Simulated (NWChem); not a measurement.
Everything below was run with NWChem. System: Cl₃Sc, charge 0, spin multiplicity 1, optimised in this run. The structure started from a generated list of species.

Job file:

```
start mol
memory heap 200 mb stack 900 mb global 1100 mb
geometry units angstroms
  Sc    -0.239007     0.333581     0.000000
  Cl     0.982013     0.495717     1.882690
  Cl     0.982013     0.495717    -1.882690
  Cl    -1.668781    -1.403505     0.000000
  symmetry group Cs
end
basis spherical
  * library def2-svp
end
dft
  xc xpbe96 cpbe96
  semidirect memsize 60000000 filesize 0
  iterations 100
end
driver
  maxiter 80
end
task dft optimize
task dft freq
```

The output up to the point where the run's verdict is printed (cleaned and shortened):

```
             Northwest Computational Chemistry Package (NWChem) 7.3.0
             --------------------------------------------------------

                                NWChem Input Module
                                -------------------

 Scaling coordinates for geometry "geometry" by  1.889725989
 (inverse scale =  0.529177249)

 Turning off AUTOSYM since
 SYMMETRY directive was detected!

          ------
          auto-z
          ------
  Looking for out-of-plane bends

                             Geometry "geometry" -> ""
                             -------------------------

 Output coordinates in angstroms (scale by  1.889725989 to convert to a.u.)

  No.       Tag          Charge          X              Y              Z
 ---- ---------------- ---------- -------------- -------------- --------------
    1 Sc                  21.0000    -0.23900725     0.33358108     0.00000000
    2 Cl                  17.0000     0.98201275     0.49571708     1.88269000
    3 Cl                  17.0000     0.98201275     0.49571708    -1.88269000
    4 Cl                  17.0000    -1.66878125    -1.40350492     0.00000000

 Effective nuclear repulsion energy (a.u.)     373.7536142606

            Nuclear Dipole moment (a.u.)
            ----------------------------
        X                 Y               Z
 ---------------- ---------------- ----------------
     0.0000000000    -0.0000000000     0.0000000000

      Symmetry information
      --------------------

 Group name             Cs
 Group number              2
 Group order               2
 No. of unique centers     3

      Symmetry unique atoms

     1    2    4


 Summary of "ao basis" -> "" (spherical)
 ------------------------------------------------------------------------------
       Tag                 Description            Shells   Functions and Types
 ---------------- ------------------------------  ------  ---------------------
 *                          def2-svp                  on all atoms

  pbe96 is a nonlocal functional; adding pw91lda local functional.

                           NWChem Geometry Optimization
[...]
 d= 0,ls=0.5,diis    52  -2083.2334953131  2.80D+00  5.83D-03  9.97D+01    36.5
 d= 0,ls=0.5,diis    53  -2082.2222441854  1.01D+00  3.17D-03  8.26D+01    36.6
 d= 0,ls=0.5,diis    54  -2082.0601135425  1.62D-01  3.26D-03  7.80D+01    36.8
 d= 0,ls=0.5,diis    55  -2082.2894585026 -2.29D-01  1.17D-02  7.90D+01    36.9
 d= 0,ls=0.5,diis    56  -2085.2421544294 -2.95D+00  1.50D-01  9.02D+01    37.0
 d= 0,ls=0.5,diis    57  -2072.4804184533  1.28D+01  1.92D-02  8.71D+01    37.1
 d= 0,ls=0.5,diis    58  -2075.8855905319 -3.41D+00  3.13D-02  6.33D+01    37.2
 d= 0,ls=0.5,diis    59  -2078.5853735468 -2.70D+00  8.91D-02  5.04D+01    37.4
 d= 0,ls=0.5,diis    60  -2081.2968927009 -2.71D+00  6.03D-02  4.63D+01    37.5
 d= 0,ls=0.5,diis    61  -2083.1257653704 -1.83D+00  9.81D-02  3.93D+01    37.6
 d= 0,ls=0.5,diis    62  -2104.6495236902 -2.15D+01  4.65D-02  4.74D+01    37.7
 d= 0,ls=0.5,diis    63  -2106.1371044361 -1.49D+00  2.19D-01  4.99D+01    37.9
 d= 0,ls=0.5,diis    64  -2138.1019045990 -3.20D+01  1.17D-02  5.52D+00    38.0
 d= 0,ls=0.5,diis    65  -2138.2289279447 -1.27D-01  6.07D-02  4.58D+00    38.1
 d= 0,ls=0.5,diis    66  -2114.5827660396  2.36D+01  7.28D-03  7.79D+01    38.3
 d= 0,ls=0.5,diis    67  -2114.6447904243 -6.20D-02  1.25D-02  7.66D+01    38.4
 d= 0,ls=0.5,diis    68  -2113.0151634870  1.63D+00  9.68D-03  8.95D+01    38.5
 d= 0,ls=0.5,diis    69  -2113.8627291743 -8.48D-01  9.45D-03  9.46D+01    38.7
 d= 0,ls=0.5,diis    70  -2113.4052389820  4.57D-01  8.80D-03  9.65D+01    38.8
 d= 0,ls=0.5,diis    71  -2112.5773923054  8.28D-01  1.23D-02  9.54D+01    38.9
 d= 0,ls=0.5,diis    72  -2109.8841502858  2.69D+00  7.14D-03  9.58D+01    39.0
 d= 0,ls=0.5,diis    73  -2108.6644597132  1.22D+00  1.69D-02  9.53D+01    39.1
 d= 0,ls=0.5,diis    74  -2104.4630588695  4.20D+00  1.30D-02  1.04D+02    39.3
 d= 0,ls=0.5,diis    75  -2101.1976074333  3.27D+00  1.39D-01  1.26D+02    39.4
 d= 0,ls=0.5,diis    76  -2032.3794879955  6.88D+01  2.21D-01  1.09D+02    39.5
 d= 0,ls=0.5,diis    77  -2129.3027962702 -9.69D+01  2.10D-01  1.97D+01    39.6
 d= 0,ls=0.5,diis    78  -2107.0795864171  2.22D+01  3.10D-02  5.64D+01    39.8
 d= 0,ls=0.5,diis    79  -2113.5203442837 -6.44D+00  2.28D-02  6.80D+01    39.9
 d= 0,ls=0.5,diis    80  -2116.4257258488 -2.91D+00  1.82D-02  7.16D+01    40.0
 d= 0,ls=0.5,diis    81  -2118.4959618260 -2.07D+00  2.17D-02  7.31D+01    40.1
 d= 0,ls=0.5,diis    82  -2120.3354219462 -1.84D+00  8.67D-03  5.53D+01    40.2
 d= 0,ls=0.5,diis    83  -2121.4946702240 -1.16D+00  6.16D-02  4.12D+01    40.3
 d= 0,ls=0.5,diis    84  -2137.8599818388 -1.64D+01  2.35D-02  6.75D+00    40.5
 d= 0,ls=0.5,diis    85  -2137.7369400605  1.23D-01  4.49D-02  7.73D+00    40.6
 d= 0,ls=0.5,diis    86  -2137.0785502657  6.58D-01  1.22D-02  1.22D+01    40.7
 d= 0,ls=0.5,diis    87  -2137.4663157906 -3.88D-01  8.42D-02  8.94D+00    40.8
 d= 0,ls=0.5,diis    88  -2128.5640574510  8.90D+00  5.44D-03  2.20D+01    41.0
 d= 0,ls=0.5,diis    89  -2128.7401079485 -1.76D-01  2.81D-03  1.93D+01    41.1
 d= 0,ls=0.5,diis    90  -2128.9143265246 -1.74D-01  4.06D-03  1.83D+01    41.2
 d= 0,ls=0.5,diis    91  -2128.9637314753 -4.94D-02  3.92D-02  1.76D+01    41.3
 d= 0,ls=0.5,diis    92  -2113.7195336777  1.52D+01  3.13D-02  6.71D+01    41.5
 d= 0,ls=0.5,diis    93  -2110.6408205224  3.08D+00  3.67D-02  8.55D+01    41.6
 d= 0,ls=0.5,diis    94  -2103.7362674398  6.90D+00  2.48D-02  1.22D+02    41.7
 d= 0,ls=0.5,diis    95  -2096.2976463850  7.44D+00  5.81D-02  1.26D+02    41.9
 d= 0,ls=0.5,diis    96  -2107.1639409390 -1.09D+01  1.14D-02  8.17D+01    42.0
 d= 0,ls=0.5,diis    97  -2109.0891203077 -1.93D+00  2.17D-01  7.58D+01    42.2
 d= 0,ls=0.5,diis    98  -2071.1793560424  3.79D+01  7.52D-02  1.41D+02    42.4
 d= 0,ls=0.5,diis    99  -2129.4876595194 -5.83D+01  1.59D-01  1.67D+01    42.5
 d= 0,ls=0.5,diis   100  -2110.4091738876  1.91D+01  4.28D-02  9.34D+01    42.7
```

The run did not converge; its last values are not results. The next line reads: Calculation failed to converge. NWChem stopped with the message: driver_energy_step: energy failed.
